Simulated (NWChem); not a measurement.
Species: AlP2H5O; SMILES [OH][Al]([PH2])[PH2]

```xyz
9

Al     0.3589    -0.0141     0.0479
O      2.0658    -0.1422     0.1896
H      2.6661    -0.1505    -0.5659
P     -0.6758     0.2739    -2.0492
H      0.0465    -0.7809    -2.6831
H     -1.8014    -0.5424    -1.7344
P     -0.7614     0.2299     2.0904
H     -1.8513    -0.6202     1.7392
H     -0.0169    -0.7990     2.7366
```
Atoms are numbered in this order, from 1.

Results from NWChem. Pople sets run with spherical d functions. Structure relaxed at the B3LYP/6-31G* (spherical d) level. B3LYP is NWChem's, with the RPA form of VWN correlation. Static field.

| level | isotropic polarisability (bohr³) | anisotropy (bohr³) |
|---|---|---|
| PBE/6-31+G* | 89.1 | 48.8 |
| B3LYP/6-31+G* | 86.0 | 46.6 |
| LDA (Slater exchange, VWN5)/6-31+G* | 90.3 | 49.6 |
| LC-BLYP (range parameter 0.33 per bohr)/6-31+G* | 83.8 | 42.9 |
